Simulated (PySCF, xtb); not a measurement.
C3H7BFN, SMILES C=C(F)B(C)N.

GFN2-xTB run with xtb 6.7.1 at its own geometry gives an orbital gap of 4.30 eV and a dipole moment of 3.71 D.

The structure is a stationary point at ωB97X-D3(BJ)/def2-SVP. This is a generated structure with no PubChem entry under its InChIKey; it may be hypothetical. Other conformers were not sampled.

Question: What does PBE/def2-TZVP run with PySCF give? (The exact figures need the calculation; the answer reports its results.)

Answer: gap 4.52 eV (levels -6.06 and -1.54 eV), dipole 2.67 D.
